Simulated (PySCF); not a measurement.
# One molecule, several mistakes: CH6NSi2 cation

All numbers below are calculated, not measured. The program is PySCF 2.14.0, an open-source quantum chemistry code, run on an isolated molecule that a program drew, which may never have been made. The molecule is CH6NSi2 cation (charge +1, singlet), drawn as the SMILES string `C=[SiH]N[SiH2+]`.

Each row is a Hartree-Fock (HF) and frozen-core CCSD(T) single point in the cc-pV(D+d)Z basis, meant for a local HF minimum. Run 1 is clean. Each other run has one planted mistake out of seven kinds, and not every kind appears here: one electron removed, one electron added, multiplicity raised by two, geometry at a saddle point, minimal basis STO-3G, one bond length entered in bohr, all coordinates scaled. The reference is restricted for singlets and unrestricted otherwise, and also for a bond in bohr. Adding or removing an electron swaps singlet and doublet. Electrons count all cores. HOMO and LUMO are orbital energies over both spins, the gradient is its largest component, and the lowest frequency (negative if imaginary) is given only where the gradient is small. Bond lengths are over the 9 bonds as drawn. T1 is the CCSD diagnostic: over 0.02 (restricted) or 0.045 (unrestricted) a single reference is doubtful.

Geometry of the clean run:
```xyz
10
CH6NSi2 cation, angstrom
C    -1.2531   -0.6754   -2.2466
Si   -0.0355   -0.5435   -1.1046
N    -0.4295   -0.7252    0.6411
Si    0.4859   -0.6587    1.9938
H    -1.0197   -0.5664   -3.2995
H    -2.2920   -0.8675   -2.0080
H     1.3989   -0.2931   -1.2101
H    -1.4162   -0.9024    0.7882
H     1.9147   -0.4071    1.8572
H    -0.1459   -0.8512    3.2931
```

```
run  electrons  basis functions  <S^2>  HOMO (eV)  LUMO (eV)  gradient (hartree/bohr)  lowest frequency (cm^-1)  mean bond (Å)  longest bond (Å)      T1  HF (hartree)  CCSD(T) (hartree)                          mistake
  1         46              104  0.000     -12.44      -4.55                  3.3e-05                        77         1.4070             1.799  0.0195    -673.40390         -673.95489                         no fault
  2         46              104  1.105     -11.92      -4.51                  3.2e-02                         -         1.5142             2.048  0.0673    -673.27259         -673.81257  one bond length entered in bohr
  3         46               34  0.000     -10.23      -1.00                  2.4e-02                         -         1.4070             1.799  0.0278    -665.60675         -665.89233             minimal basis STO-3G
  4         46              104  0.000     -12.13      -4.63                  3.9e-02                         -         1.4745             1.885  0.0224    -673.38137         -673.94702                                ?
  5         45              104  0.756     -21.59     -10.26                  8.5e-02                         -         1.4070             1.799  0.0143    -672.99839         -673.49229                                ?
```

**Which mistake was planted in run 4, and what did it cost?**

The mean and the longest bond both change by the same factor, 1.048, and the gradient is no longer small. So the mistake is: all coordinates scaled. Subtracting run 1 and multiplying by 627.51 kcal/mol a hartree, the energy moved by 14.1 kcal/mol in HF and 4.9 kcal/mol in CCSD(T).

**Which mistake was planted in run 5, and what did it cost?**

It counts 45 electrons, one fewer than the clean run, at the same geometry and basis. So the mistake is: one electron removed. Subtracting run 1 and multiplying by 627.51 kcal/mol a hartree, the energy moved by 254.5 kcal/mol in HF and 290.3 kcal/mol in CCSD(T).

Cautions from the logs. Run 2: T1 is over the limit, so its CCSD(T) energy is less reliable; run 3: T1 is over the limit, so its CCSD(T) energy is less reliable; run 4: T1 is over the limit, so its CCSD(T) energy is less reliable.
